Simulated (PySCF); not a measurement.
Compound: N-methyldiacetamide, C5H9NO2.
SMILES with atom numbers: `[CH3:1][C:2](=[O:3])[N:4]([CH3:5])[C:6]([CH3:7])=[O:8]` (hydrogens: H9, H10, H11 on C1; H12, H13, H14 on C5; H15, H16, H17 on C7)

Structure used (PBE0-D3(BJ)/def2-SVP), in Å, numbered top down from 1:
```
atom  x, y, z in Å
C1     2.1632    0.5107   -0.2828
C2     0.6645    0.6670   -0.3805
O3     0.1758    1.5624   -1.0307
N4    -0.0951   -0.2738    0.3208
C5     0.5707   -1.3015    1.1065
C6    -1.5127   -0.3067    0.3310
C7    -2.2832    0.7068   -0.4621
O8    -2.0793   -1.1567    0.9791
H9     2.5132    0.6368    0.7525
H10    2.6134    1.2855   -0.9131
H11    2.4976   -0.4801   -0.6237
H12    1.1736   -1.9669    0.4715
H13   -0.2117   -1.8918    1.5943
H14    1.2183   -0.8598    1.8768
H15   -2.0079    0.6858   -1.5241
H16   -2.0668    1.7274   -0.1199
H17   -3.3448    0.4690   -0.3257
```

Computed with PySCF at CAM-B3LYP/def2-SVPD, non-relativistic, on one gas-phase PBE0-D3(BJ)/def2-SVP geometry that isn't relaxed in the solvent. The solvent is an IEF-PCM continuum (cavity from Bondi-type radii × 1.2), and excitations are vertical TDDFT with non-equilibrium linear response and a frozen core. Specific hydrogen bonds and non-electrostatic terms are outside this model.

```
run  E − E(gas) (kcal/mol)  HOMO (eV)  HOMO–LUMO gap (eV)  dipole (D)  lowest singlet (eV)  static polarisability (au)
gas                   0.00      -9.29                9.63        3.06                 5.15                        74.7
  P                  -3.73      -9.30                9.66        3.51                 5.19                        84.7
  Q                  -5.95      -9.31                9.67        3.79                 5.22                        91.5
```

Problem. The runs were made in benzene and chloroform. Which run belongs to which solvent?

Solution. P = benzene, Q = chloroform. The dielectric constants are 2.271 (benzene), 4.711 (chloroform), and the energy falls further as ε rises. The optical constants n² used for the excitations are 2.25, 2.09 in the same order. In this model the ground state sees the solvent through ε alone.

Problem. How constant is the ratio of the lowering to (ε − 1)/(2ε + 1)?

Solution. 
| solvent | (ε − 1)/(2ε + 1) | E − E(gas) (kcal/mol) | ratio (kcal/mol) | polarisation term (kcal/mol) |
| --- | --- | --- | --- | --- |
| benzene | 0.229 | -3.73 | -16.3 | -4.05 |
| chloroform | 0.356 | -5.95 | -16.7 | -6.78 |

The ratio changes by +2.7 % in size from benzene to chloroform. The polarisation term is half the interaction of the solute with the induced surface charges.

Time: 33 s wall; peak memory 1.2 GiB. Hardware: one thread, AMD EPYC 9R14 (x86_64), on a shared host. This is the whole response run at CAM-B3LYP/def2-SVPD in chloroform, SCF included.
